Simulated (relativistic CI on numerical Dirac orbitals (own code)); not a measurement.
## The 3d ions of charge 1+

Computed by Dirac-Coulomb-Breit CI, separate exchange-only KLI orbitals for each configuration, model QED, valence Slater integrals scaled by 0.75 (own radial code, finite nucleus).

Each species is treated in one configuration, given outside its closed core, with all valence electrons in the open shell. Radial values are for the open shell of highest l, unscaled and averaged over j; ζ includes the Breit term. Labels give the leading LS character, summed over repeated terms.

| Ion | Configuration | Its lowest level | LS weight (%) | ⟨r⟩ (bohr) | ⟨r²⟩ (bohr²) | ζ (cm⁻¹) | Next level | E (cm⁻¹) |
| --- | --- | --- | --- | --- | --- | --- | --- | --- |
| Sc⁺ | 3d² | ³F2 | 100 | 1.904 | 4.794 | 36.37 | ³F3 | 56.804 |
| Ti⁺ | 3d³ | ⁴F3/2 | 100 | 1.67 | 3.69 | 72.93 | ⁴F5/2 | 61.381 |
| V⁺ | 3d⁴ | ⁵D0 | 100 | 1.502 | 2.991 | 120 | ⁵D1 | 31.321 |
| Cr⁺ | 3d⁵ | ⁶S5/2 | 100 | 1.372 | 2.503 | 179.3 | ⁴G11/2 | 18948 |
| Mn⁺ | 3d⁶ | ⁵D4 | 100 | 1.268 | 2.141 | 252.8 | ⁵D3 | 259.75 |
| Fe⁺ | 3d⁷ | ⁴F9/2 | 100 | 1.181 | 1.862 | 342.3 | ⁴F7/2 | 529.26 |
| Co⁺ | 3d⁸ | ³F4 | 100 | 1.107 | 1.64 | 449.8 | ³F3 | 892.36 |
| Ni⁺ | 3d⁹ | ²D5/2 | 100 | 1.043 | 1.46 | 577.6 | ²D3/2 | 1412.2 |

NIST ASD lists another ground level for Sc⁺ (3D1), Ti⁺ (4F3/2), Mn⁺ (7S3), Fe⁺ (6D9/2).

With one configuration, terms of near-neutral atoms and ions can be 10 to 25 % off, and close levels can change places.

At low charge ζ of a weakly bound d or f electron comes out too small.
